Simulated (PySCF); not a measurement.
## `[SiH3]P[Si@@H]1CCO1`, C₂H₉OPSi₂

Molfile (atoms numbered from 1):
```
C2H9OPSi2
     RDKit          3D

 15 15  0  0  0  0  0  0  0  0999 V2000
   -2.4528   -0.2476    0.4408 Si  0  0  0  0  0  4  0  0  0  0  0  0
   -1.6542    1.1450   -1.1177 P   0  0  0  0  0  0  0  0  0  0  0  0
    0.5115    0.6587   -1.1348 Si  0  0  2  0  0  4  0  0  0  0  0  0
    1.3820   -0.8044   -0.2531 C   0  0  0  0  0  0  0  0  0  0  0  0
    1.9810    0.3055    0.6055 C   0  0  0  0  0  0  0  0  0  0  0  0
    1.2798    1.4426    0.1047 O   0  0  0  0  0  0  0  0  0  0  0  0
   -3.9081   -0.0927    0.4361 H   0  0  0  0  0  0  0  0  0  0  0  0
   -2.1237   -1.6565    0.1871 H   0  0  0  0  0  0  0  0  0  0  0  0
   -1.8944    0.1465    1.7343 H   0  0  0  0  0  0  0  0  0  0  0  0
   -1.9429    0.3480   -2.2063 H   0  0  0  0  0  0  0  0  0  0  0  0
    1.1017    0.9619   -2.4443 H   0  0  0  0  0  0  0  0  0  0  0  0
    2.1159   -1.3708   -0.8154 H   0  0  0  0  0  0  0  0  0  0  0  0
    0.7602   -1.4906    0.3138 H   0  0  0  0  0  0  0  0  0  0  0  0
    1.7898    0.2125    1.6752 H   0  0  0  0  0  0  0  0  0  0  0  0
    3.0498    0.4497    0.4411 H   0  0  0  0  0  0  0  0  0  0  0  0
  1  2  1  0
  2  3  1  0
  3  4  1  0
  4  5  1  0
  5  6  1  0
  6  3  1  0
  1  7  1  0
  1  8  1  0
  1  9  1  0
  2 10  1  0
  3 11  1  6
  4 12  1  0
  4 13  1  0
  5 14  1  0
  5 15  1  0
M  END
```

Level of theory: TDDFT BHandHLYP/def2-SVPD circular dichroism and optical rotation, one conformer, gas phase (PySCF 2.14.0). Geometry: GFN2-xTB.

The molecule is flexible and this is one conformer; a measurement averages over conformers.

Stereocentres: Si3 R.

(1) Give the optical rotatory dispersion at 633, 589.3, 546, 436, 405, 365, 355 nm.

(2) And for the mirror image at 589.3 nm?

(3) What is the molar rotation [Φ] = [α]·M/100 of the geometry above at 589.3 nm?

## Answers

(1) [α] in deg dm⁻¹ (g/mL)⁻¹:
| λ (nm) | origin-invariant length gauge | modified velocity gauge | length gauge (centre of mass) | isotropic polarisability (au) |
| --- | --- | --- | --- | --- |
| 633 | -371.5 | -382.9 | -372.0 | 106.0 |
| 589.3 | -441.6 | -454.9 | -442.1 | 106.5 |
| 546 | -533.9 | -549.6 | -534.5 | 107.1 |
| 436 | -977.3 | -1003.4 | -978.5 | 109.9 |
| 405 | -1215.9 | -1247.0 | -1217.5 | 111.2 |
| 365 | -1695.2 | -1735.5 | -1697.6 | 113.4 |
| 355 | -1863.6 | -1907.0 | -1866.3 | 114.2 |

(2) +441.6 deg dm⁻¹ (g/mL)⁻¹ (origin-invariant length gauge): the same size and the opposite sign.

(3) With M = 136.24 g/mol, -601.6 deg cm² dmol⁻¹ (origin-invariant length gauge).

The first excitation lies at 6.20 eV (200 nm) with R = +21.3 × 10⁻⁴⁰ esu² cm² (velocity form).
